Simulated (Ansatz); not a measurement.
Basis-set extrapolation for F$_{2}$H$_{6}$N$_{2}$OSi$_{2}$ (`N[Si@@H](F)O[Si@@H](N)F`) (PBE0-D4/def2-TZVP geometry, frozen core, the Gaussian-basis code of Ansatz). Multiplicity 1, RHF reference.

```
                      def2-TZVPP   def2-QZVPP
                 HF  -964.543855  -964.582922
    MP2 correlation    -1.387886    -1.506774
CCSD(T) correlation    -1.466966      not run
```

Energies in hartree. Use E(X) = E(∞) + A·exp(−7.88·√X) for Hartree–Fock and E(X) = E(∞) + B·X^(−2.97) for correlation, with X = 3 and 4, and add CCSD(T) minus MP2 of the smaller set to the MP2 limit.

Task: What is the CCSD(T) energy at the basis-set limit?

Result: HF limit: -964.582922 + (-0.039067) × 0.13774 = -964.58830. MP2 limit: -1.506774 + (-0.118888) × 0.74074 = -1.59484. Higher-order term: -1.466966 − (-1.387886) = -0.07908. Total: -966.26222 hartree, 6.84 eV below CCSD(T)/def2-TZVPP.
